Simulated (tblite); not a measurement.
C₆H₉Si₂ (doublet state).
Atom-mapped SMILES: `[CH3:1][C@@H:2]([SiH3:3])[C:4]#[C:5][C:6]#[C:7][SiH2:8]` (hydrogens: H9, H10, H11 on C1; H12 on C2; H13, H14, H15 on Si3; H16, H17 on Si8)

Computed with GFN2-xTB (tblite): harmonic, unscaled wavenumbers at the GFN2-xTB geometry, gas phase. Errors from tens to a few hundred cm⁻¹ against measured bands are possible. Modes of hydrogen on silicon can be 10 to 20 % off. Open shells enter through the occupations alone, without spin polarisation, and single modes of such species can be off by tens of per cent.

Harmonic wavenumbers (cm⁻¹): 46.6, 55.3, 59.4, 92.0, 111.3, 129.5, 152.1, 193.3, 205.6, 243.8, 275.9, 327.6, 356.8, 392.4, 403.1, 469.9, 472.3, 548.5, 581.2, 679.9, 758.3, 771.9, 780.8, 784.1, 890.1, 991.5, 1054.9, 1080.9, 1166.9, 1255.4, 1328.1, 1411.7, 1499.2, 1508.6, 2072.9, 2234.8, 2247.6, 2275.0, 2280.3, 2377.1, 2386.3, 2881.9, 3008.8, 3020.7, 3031.4.

A = 4356, B = 382.7, C = 359.9 MHz; mass 137.024 u (most abundant isotopes); point group C1, symmetry number 1; spin multiplicity 2.

**Question.** Zero-point energy?

**Answer.** Half the sum of the wavenumbers: 24448 cm⁻¹ = 69.90 kcal/mol.

**Question.** Entropy at 298.15 K, 1 bar (ideal gas, RRHO, classical rotation)?

**Answer.** Translation 40.68, rotation 30.66, vibration 42.76, spin (R ln 2) 1.38: S = 115.5 cal/(mol K).

**Question.** And Cp and H(298.15 K) − H(0)?

**Answer.** Cp = 45.73 cal/(mol K), of which vibrations give 37.78 (their classical limit is 45 R = 89.4); H(298.15 K) − H(0) = 8.79 kcal/mol without the zero-point energy, 6.42 from vibrations.

**Question.** What must be added to the electronic energy to get the Gibbs energy at 298.15 K and 1 bar?

**Answer.** ZPE + [H(298.15 K) − H(0)] − T·S = 69.90 + 8.79 − 34.43 = 44.26 kcal/mol.

**Question.** How do the functions run with temperature in this model?

**Answer.** 
```csv
T (K),S (cal/(mol K)),Cp (cal/(mol K)),H − H(0) (kcal/mol),G − H(0) (kcal/mol),ln q(vib)
50,63.9,16.7,0.58,-2.62,0.89
100,78.0,24.7,1.62,-6.18,2.88
373.15,126.4,51.3,12.43,-34.72,13.33
500,142.5,59.1,19.46,-51.80,17.47
750,168.7,70.1,35.70,-90.83,24.66
1000,190.0,77.7,54.24,-135.74,30.87
```

q(vib) and H(0) count from the zero-point level.

**Question.** Blend soft modes into free rotors: weight 1/[1 + (100 cm⁻¹/ν̃)⁴] for the oscillator and the rest for a rotor with moment μB/(μ + B), μ = h/(8π²ν), B = 10⁻⁴⁴ kg m². What vibrational entropy results?

**Answer.** 38.73 cal/(mol K) in place of 42.76, which changes −T·S at 298.15 K by +1.20 kcal/mol.

Hindered rotation and anharmonicity are outside this model. The structure is chiral; the term R ln 2 for an equal mix with its mirror image is left out.
